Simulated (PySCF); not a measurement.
# Electron correlation in Sc²⁺ (scandium, charge +2)

[Ar] 3d1, 2D determinant. Computed with PySCF 2.14 in x2c-TZVPPall with one added diffuse shell each of s, p, d, f type (7s6p5d3f1g, 80 functions), with scalar relativity by spin-free X2C-1e. Frozen: [Ne]; 9 electrons correlated.

| level | correlation energy (mhartree) |
| --- | --- |
| CCSD | -200.44 |
| (T) | -3.24 |
| CCSD(T) | -203.68 |

Diagnostics: T1 = 0.0051, D1 = 0.0197, largest double amplitude 0.030.

Cost of the coupled-cluster step: of the order of 20 core-seconds, for 9 correlated electrons.

Iterations:

```
CC2 = 0
CCSD nocc = (np.int64(5), np.int64(4)), nmo = (75, 75)
frozen orbitals [[0, 1, 2, 3, 4], [0, 1, 2, 3, 4]]
max_cycle = 100
direct = 0
conv_tol = 1e-08
conv_tol_normt = 1e-06
diis_space = 8
diis_start_cycle = 0
Init t2, MP2 energy = -0.179570868209242
Init E_corr(UCCSD) = -0.179570868214217
cycle = 1  E_corr(UCCSD) = -0.19685310329527  dE = -0.0172822351  norm(t1,t2) = 0.0291391
cycle = 2  E_corr(UCCSD) = -0.199633322736852  dE = -0.00278021944  norm(t1,t2) = 0.00723291
cycle = 3  E_corr(UCCSD) = -0.200476078138142  dE = -0.000842755401  norm(t1,t2) = 0.00256998
cycle = 4  E_corr(UCCSD) = -0.200445653821647  dE = 3.04243165e-05  norm(t1,t2) = 0.000310288
cycle = 5  E_corr(UCCSD) = -0.200437820212694  dE = 7.83360895e-06  norm(t1,t2) = 8.06651e-05
cycle = 6  E_corr(UCCSD) = -0.200438182893628  dE = -3.62680933e-07  norm(t1,t2) = 1.81505e-05
cycle = 7  E_corr(UCCSD) = -0.200438037506802  dE = 1.45386826e-07  norm(t1,t2) = 2.53676e-06
cycle = 8  E_corr(UCCSD) = -0.200438013134163  dE = 2.43726385e-08  norm(t1,t2) = 4.88978e-07
cycle = 9  E_corr(UCCSD) = -0.200438012892688  dE = 2.41475451e-10  norm(t1,t2) = 1.08774e-07
UCCSD converged
E(UCCSD) = -762.8293547403576  E_corr = -0.200438012892688
UCCSD(T) correction = -0.00323540469821589
```

This basis was not built for core-valence correlation, so the inner-shell part is incomplete.
